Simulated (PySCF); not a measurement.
## Calculated NMR data

PySCF calculation with couplings computed with B3LYP/pcJ-1 (spin–dipole term left out of most H,H and C,H couplings), geometry: GFN2-xTB and GIAO PBE0/pcSseg-1 shieldings; no solvent, one averaged value for each set of equivalent atoms, a single conformation, relativity neglected.

Scale: 1H, 13C vs TMS (reference shieldings calculated alike). Multiplet labels drop J under 1 Hz and among equivalent protons, and merge close values. Unscaled 3J(H,H) run several per cent high. Where no couplings were computed, multiplicities follow the n + 1 count of equivalent neighbours, and m marks all less simple cases (inequivalent or close neighbours, rings, F or P nearby). Shifts are as computed. Against solution values, carbons near 30 ppm lie about +3 ppm off and those near 130 ppm about +5 ppm; carbons on Cl a further +6 ppm. Of 1211 compounds with measured shifts, 218 miss one by over three times the rms of a fit or turn the order of signals round; such compounds aren't used in these exercises. Carbons bonded to Cl come out too deshielded.

**1.** SMILES c12cccc(Cl)c1CCO2, C8H7ClO. 1H NMR (400 MHz, computed): δ 7.32 (m, 1H), 6.99 (d, 1H), 6.80 (d, 1H), 4.84 (m, 2H), 3.37 (m, 2H). 13C{1H} NMR (computed): δ 169.0, 142.2, 134.5, 130.6, 125.3, 112.2, 73.1, 33.2.

**2.** `C=Cc1nncn1C`, C5H7N3. 1H NMR (400 MHz, computed): δ 7.62 (s, 1H), 7.42 (d, J = 18.3 Hz, 1H), 6.59 (dd, J = 18.3, 12.5 Hz, 1H), 5.91 (d, J = 12.5 Hz, 1H), 3.67 (s, 3H). 13C{1H} NMR (computed): δ 156.4 (C), 146.4 (CH), 127.9 (CH2), 125.2 (CH), 30.5 (CH3).

**3.** SMILES c1(C)nncc(C)n1, C5H7N3. 1H NMR (400 MHz, computed): δ 9.42 (s, 1H), 3.06 (s, 3H), 2.62 (s, 3H). 13C{1H} NMR (computed): δ 172.0, 162.6, 154.6, 26.9, 24.1.
